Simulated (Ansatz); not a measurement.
Reaction (formal exchange of groups at a C–Ge bond): `FC1=C[CH]1[GeH3]` + CH₄ → `CC1C=C1F` + GeH₄

Program: Ansatz. Geometries: PBE0-D4/def2-TZVP. ΔE: electronic, gas phase. CBS: MP2 limit from def2 TZ/QZ plus the TZ coupled-cluster correction, frozen cores. This one scheme is used for every species. DFT in def2-TZVPP. HSE06 is defined as in plane-wave codes. For Ge outer-core shells are correlated without core-valence functions, which leaves a few kJ/mol of doubt a bond. Scalar relativity is left out up to krypton.

| level | ΔE (kJ/mol) | difference from CCSD(T)/CBS |
| --- | --- | --- |
| r2SCAN-D4 | 16.9 | -2.4 |
| ωB97X-V | 13.3 | -6.0 |
| B2PLYP | 16.7 | -2.6 |
| PBE-QIDH | 15.2 | -4.1 |
| HSE06 | 13.1 | -6.2 |
| CAM-B3LYP | 11.2 | -8.1 |
| CCSD(T)/def2-SVP | 4.6 | -14.7 |
| HF/def2-TZVPP | 8.1 | -11.2 |
| HF/def2-QZVPP | 6.9 | -12.4 |
| MP2/def2-QZVPP | 22.1 | 2.8 |
| CCSD(T)/CBS | 19.3 | 0 |

**Question.** What do rigid-rotor, harmonic-oscillator terms from PBE0-D4/def2-TZVP frequencies (298.15 K, 1 bar) make of the CCSD(T)/CBS value? (An estimate is asked.)

**Answer.** Ansatz gave: ΔZPE = -0.3 kJ/mol, ΔH = +16.5 kJ/mol, ΔS = -8 J/(mol·K), ΔG = +18.9 kJ/mol.

Largest T1 diagnostic among the species: 0.012.

Leaving LDA and LC-ωPBE aside and taking each functional with its dispersion term where it has one, the values, not all of them listed here, spread over 7.3 kJ/mol, from B97M-V to BLYP-D4. LDA lies −6.7 kJ/mol from PBE without D4. At CCSD(T), def2-SVP lies −14.7 kJ/mol from the extrapolated value and def2-TZVPP −1.4 kJ/mol. In def2-TZVPP, CCSD(T) changes the Hartree–Fock value by +9.8 kJ/mol (the triples alone add +1.7 kJ/mol) and MP2 by +13.6 kJ/mol.
